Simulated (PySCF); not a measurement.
## Ru²⁺: excitation energy

Ru²⁺ [Kr] 4d6 (5D) → Ru²⁺ [Kr] 4d5 5s1 (7S), as a difference of total energies. Calculation: PySCF 2.14, in aug-cc-pwCVDZ-PP with ECP28MDF; a scalar-relativistic core potential. Correlated levels: valence and next inner shell: nothing frozen outside the core potential. The calculations carry no spin-orbit coupling.

```tsv
method	excitation energy (cm⁻¹)
UHF	19873
MP2 (valence and next inner shell)	20210
SCS-MP2 (valence and next inner shell)	23207
CCSD (valence and next inner shell)	21199
CCSD(T) (valence and next inner shell)	21229
```
